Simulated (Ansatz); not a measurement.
Results of the Gaussian-basis code of Ansatz.

Basis-set series for C9H21Al (`CC(C)[CH2][Al]([CH3])[CH2]C(C)C`). Charge 0, multiplicity 1. The geometry is a stationary point of PBE0-D4/def2-TZVP. It is one conformer, not always the lowest.

```xyz
31

C    -1.4018   -2.4536    0.9184
C    -0.0996   -2.5176    0.1320
C     0.3627   -3.9619   -0.0142
C     0.9705   -1.6375    0.7799
Al    0.5925    0.2901    0.8887
C     1.6565    1.4039    2.1017
C    -0.8168    1.1232   -0.2085
C    -0.3994    2.4583   -0.8314
C    -1.5166    3.0783   -1.6604
C     0.8576    2.2863   -1.6743
H    -1.7922   -1.4318    0.9689
H    -2.1777   -3.0783    0.4679
H    -1.2475   -2.8041    1.9444
H    -0.3025   -2.1306   -0.8758
H     1.2813   -4.0243   -0.6031
H     0.5696   -4.3982    0.9685
H    -0.3949   -4.5821   -0.5028
H     1.1926   -2.0152    1.7890
H     1.9212   -1.7452    0.2349
H     1.2421    1.3531    3.1162
H     2.6928    1.0605    2.1757
H     1.6693    2.4598    1.8180
H    -1.1235    0.4312   -1.0054
H    -1.7167    1.2688    0.4062
H    -0.1602    3.1572   -0.0189
H    -1.7833    2.4216   -2.4948
H    -2.4158    3.2283   -1.0577
H    -1.2231    4.0467   -2.0769
H     0.6879    1.5600   -2.4759
H     1.7033    1.9275   -1.0735
H     1.1717    3.2257   -2.1366
```

```
functional       basis  functions  energy (Eh)  HOMO (eV)  LUMO (eV)
   PBE0-D4  def2-TZVPP        615   -597.65468      -6.91      -0.33
   PBE0-D4  def2-QZVPP       1213   -597.68276      -6.92      -0.37
   ωB97M-V  def2-TZVPP        615   -597.96191      -9.12       1.24
   ωB97M-V  def2-QZVPP       1213   -597.98934      -9.12       0.94
```

**Question.** Give the rows for def2-SVP. (Estimate.)

**Answer.** The calculation gave: 
```
functional     basis  functions  energy (Eh)  HOMO (eV)  LUMO (eV)
   PBE0-D4  def2-SVP        249   -597.18729      -6.90      -0.27
   ωB97M-V  def2-SVP        249   -597.46884      -9.11       1.39
```

Positive LUMOs are unbound and depend on the basis.
